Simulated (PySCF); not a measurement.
# Solvent effects on NMR parameters

Atom-mapped SMILES (the numbers label the heavy atoms): `[CH3:1][C:2](=[O:3])[CH:4]1[CH2:5][CH2:6][CH2:7][CH2:8][CH2:9]1`. Hydrogens are named by the atom that carries them. Ha(C5), Ha(C6), Ha(C7), Ha(C8), Ha(C9) are cis to C2 on the ring; Hb(C5), Hb(C6), Hb(C7), Hb(C8), Hb(C9) are trans to C2 on the ring.

GIAO PBE0/pcSseg-1 in PySCF on one PBE0-D3(BJ)/def2-SVP conformer, non-relativistic, equivalent nuclei averaged. Solvents enter as an IEF-PCM continuum (chloroform with ε = 4.7, tetrahydrofuran with ε = 7.4, acetonitrile with ε = 35.7) around the gas-phase geometry. Shifts are referred to TMS computed in the same medium.

Gas phase, δ in ppm: C2 213.9, C4 50.0, C1 29.3, C5/C9 28.9, C7 28.5, C6/C8 24.6, H(C1) 2.12, Ha(C5)/Ha(C9) 2.10, H(C4) 2.05, Ha(C7) 1.50, Hb(C6)/Hb(C8) 1.30, Ha(C6)/Ha(C8) 1.23, Hb(C5)/Hb(C9) 1.22, Hb(C7) 1.06. Dipole moment 2.74 D.

Task: How does each δ change in the continuum?

Result: 
```csv
atoms,environment,"Δδ, chloroform","Δδ, tetrahydrofuran","Δδ, acetonitrile"
C2,ketone carbonyl carbon,+6.3,+7.3,+8.9
C4,sp3 CH α to a carbonyl,+1.0,+1.1,+1.4
C1,methyl carbon α to a carbonyl,+1.5,+1.7,+2.1
C5/C9,sp3 CH2 in a ring,+0.4,+0.5,+0.6
C7,sp3 CH2 in a ring,+0.4,+0.4,+0.5
C6/C8,sp3 CH2 in a ring,+0.7,+0.8,+1.0
H(C1),hydrogen on a methyl carbon α to a carbonyl,+0.12,+0.14,+0.17
Ha(C5)/Ha(C9),hydrogen on an sp3 CH2 in a ring,-0.02,-0.03,-0.04
H(C4),hydrogen on an sp3 CH α to a carbonyl,+0.19,+0.22,+0.28
Ha(C7),hydrogen on an sp3 CH2 in a ring,-0.02,-0.02,-0.04
Hb(C6)/Hb(C8),hydrogen on an sp3 CH2 in a ring,+0.02,+0.02,+0.02
Ha(C6)/Ha(C8),hydrogen on an sp3 CH2 in a ring,-0.08,-0.10,-0.12
Hb(C5)/Hb(C9),hydrogen on an sp3 CH2 in a ring,+0.08,+0.09,+0.12
Hb(C7),hydrogen on an sp3 CH2 in a ring,+0.03,+0.04,+0.05
```

Changes are relative to the gas phase. The dipole moment becomes 3.49 D in chloroform, 3.63 D in tetrahydrofuran, 3.85 D in acetonitrile.

Task: Which nuclei move most (in ppm), and what does the model miss?

Result: C2 (ketone carbonyl carbon, +8.9 ppm) in acetonitrile. A continuum only polarises the solute; specific hydrogen bonds, the anisotropy of aromatic solvents and changes of geometry or conformer are outside it.
